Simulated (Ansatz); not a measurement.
Steps of a relaxation of CH$_{2}$Cl$_{2}$FGa, SMILES `F[CH](Cl)[GaH][Cl]` with RKS PBE0-D4/def2-TZVP.

```sh
$ ansatz run in.yaml --threads 4 --pin off --events-out ev --progress --plain --max-ram 10444MiB
```

```yaml
crystal:
  periodic: [false, false, false]
  atoms:
    - {symbol: F, position_ang: [-1.221710, -0.513610, 1.328970]}
    - {symbol: C, position_ang: [-0.149940, -0.840920, 0.544540]}
    - {symbol: Cl, position_ang: [1.255060, 0.189610, 1.158260]}
    - {symbol: Ga, position_ang: [0.063390, 0.567020, -0.920600]}
    - {symbol: Cl, position_ang: [-1.253190, 2.158540, -0.938240]}
    - {symbol: H, position_ang: [0.109810, -1.877500, 0.767430]}
    - {symbol: H, position_ang: [1.196560, 0.316850, -1.940360]}
basis:
  gaussian: {orbitals: def2-TZVP}
hamiltonian: {xc: pbe0, dispersion: d4}
relax: {f_tol: 0.005, max_steps: 150}
```

Positions (Å) and forces (eV/Å) along the path, 12 of 12 steps:

```xyz
7
step=1 energy=-81194.0670 eV
F    -1.222   -0.514    1.329    0.080   -0.364    0.004
C    -0.150   -0.841    0.545   -0.931    0.975    0.125
Cl    1.255    0.190    1.158    0.674    0.094    0.751
Ga    0.063    0.567   -0.921    0.792   -1.793   -0.337
Cl   -1.253    2.159   -0.938   -0.761    0.862    0.096
H     0.110   -1.877    0.767    0.151    0.094   -0.440
H     1.197    0.317   -1.940   -0.005    0.131   -0.199
7
step=2 energy=-81194.3162 eV
F    -1.245   -0.546    1.408    0.557   -0.165   -0.561
C    -0.175   -0.766    0.582   -0.565    0.196    0.420
Cl    1.261    0.201    1.263    0.196   -0.139    0.360
Ga    0.115    0.502   -0.949   -0.107   -0.510   -0.145
Cl   -1.260    2.124   -0.922   -0.059    0.170   -0.004
H     0.094   -1.830    0.654    0.078    0.402   -0.117
H     1.210    0.314   -2.035   -0.100    0.046    0.046
7
step=3 energy=-81194.3845 eV
F    -1.261   -0.570    1.383    0.469   -0.029   -0.356
C    -0.162   -0.728    0.598   -0.174   -0.069    0.475
Cl    1.270    0.188    1.363   -0.155   -0.192    0.085
Ga    0.099    0.464   -0.959   -0.198    0.083   -0.192
Cl   -1.238    2.139   -0.926    0.083   -0.036   -0.026
H     0.130   -1.784    0.613    0.008    0.238   -0.009
H     1.163    0.291   -2.072   -0.033    0.004    0.024
7
step=4 energy=-81194.3177 eV rejected
F    -1.248   -0.608    1.366   -0.463   -0.017    0.440
C    -0.139   -0.731    0.640    0.608    0.408   -0.642
Cl    1.245    0.180    1.436   -0.298   -0.172   -0.109
Ga   -0.056    0.373   -1.048    0.738    0.108    0.452
Cl   -1.130    2.208   -0.957   -0.312    0.061   -0.034
H     0.197   -1.763    0.624   -0.048   -0.152    0.013
H     1.131    0.341   -2.061   -0.224   -0.236   -0.119
7
step=5 energy=-81194.4146 eV
F    -1.251   -0.590    1.366   -0.053    0.003    0.016
C    -0.141   -0.715    0.617    0.239    0.099    0.080
Cl    1.257    0.157    1.449   -0.119   -0.091   -0.012
Ga    0.062    0.454   -0.977   -0.064    0.067   -0.034
Cl   -1.215    2.174   -0.958    0.040   -0.072   -0.004
H     0.168   -1.760    0.599   -0.027    0.010   -0.040
H     1.119    0.279   -2.096   -0.016   -0.016   -0.006
7
step=6 energy=-81194.4227 eV
F    -1.243   -0.584    1.366   -0.091    0.046    0.067
C    -0.121   -0.693    0.630    0.162   -0.062   -0.045
Cl    1.266    0.117    1.494   -0.023   -0.005    0.054
Ga    0.058    0.464   -0.976   -0.061    0.025   -0.037
Cl   -1.234    2.168   -0.986    0.025   -0.029    0.002
H     0.164   -1.744    0.572   -0.014    0.024   -0.026
H     1.108    0.273   -2.100    0.002    0.002   -0.014
7
step=7 energy=-81194.4263 eV
F    -1.235   -0.573    1.362   -0.039    0.018    0.021
C    -0.095   -0.676    0.641    0.077   -0.008   -0.015
Cl    1.274    0.080    1.564   -0.060   -0.044   -0.039
Ga    0.048    0.467   -0.984    0.050   -0.030    0.023
Cl   -1.246    2.162   -1.011   -0.039    0.037    0.003
H     0.165   -1.731    0.546    0.014    0.026    0.028
H     1.089    0.270   -2.117   -0.003    0.000   -0.019
7
step=8 energy=-81194.4256 eV rejected
F    -1.233   -0.564    1.357   -0.014    0.000   -0.009
C    -0.086   -0.673    0.644   -0.049   -0.034   -0.034
Cl    1.271    0.064    1.577    0.058    0.032    0.027
Ga    0.051    0.466   -0.987   -0.082    0.111    0.026
Cl   -1.259    2.167   -1.015    0.105   -0.145    0.006
H     0.167   -1.730    0.549   -0.009    0.023   -0.002
H     1.088    0.270   -2.125   -0.008    0.011   -0.015
7
step=9 energy=-81194.4270 eV
F    -1.236   -0.565    1.356   -0.009    0.002   -0.008
C    -0.092   -0.675    0.641   -0.005   -0.018   -0.012
Cl    1.270    0.072    1.567    0.029    0.019    0.021
Ga    0.054    0.467   -0.985    0.011   -0.028    0.000
Cl   -1.249    2.157   -1.007   -0.013    0.015    0.005
H     0.167   -1.731    0.553   -0.012    0.006   -0.003
H     1.087    0.274   -2.126   -0.001    0.004   -0.003
7
step=10 energy=-81194.4271 eV
F    -1.240   -0.560    1.348    0.023   -0.006    0.002
C    -0.090   -0.676    0.642   -0.012    0.006   -0.019
Cl    1.269    0.075    1.572   -0.006   -0.004    0.009
Ga    0.058    0.461   -0.986   -0.017    0.022    0.005
Cl   -1.247    2.153   -0.999    0.001   -0.005    0.002
H     0.166   -1.732    0.558   -0.003   -0.003    0.014
H     1.083    0.278   -2.135    0.014   -0.010   -0.012
7
step=11 energy=-81194.4272 eV
F    -1.238   -0.559    1.348    0.000    0.000   -0.001
C    -0.089   -0.674    0.641    0.002    0.000    0.002
Cl    1.269    0.073    1.575   -0.001   -0.001   -0.002
Ga    0.058    0.464   -0.987   -0.006    0.002    0.003
Cl   -1.250    2.153   -0.998    0.004   -0.002   -0.002
H     0.166   -1.731    0.557    0.000    0.000    0.002
H     1.084    0.275   -2.135    0.001    0.002   -0.002
7
step=12 energy=-81194.4272 eV
F    -1.238   -0.560    1.348   -0.002    0.000    0.000
C    -0.089   -0.675    0.641    0.001    0.000    0.001
Cl    1.269    0.073    1.574    0.000    0.001    0.000
Ga    0.057    0.464   -0.987    0.001    0.000    0.000
Cl   -1.249    2.153   -0.999    0.000    0.000    0.001
H     0.166   -1.732    0.558    0.000    0.000   -0.001
H     1.084    0.276   -2.135    0.000    0.000    0.000
```

It took 17 s on 4 threads of an AMD EPYC 9R45 on a shared host, with 0.65 GiB of host memory at the peak.
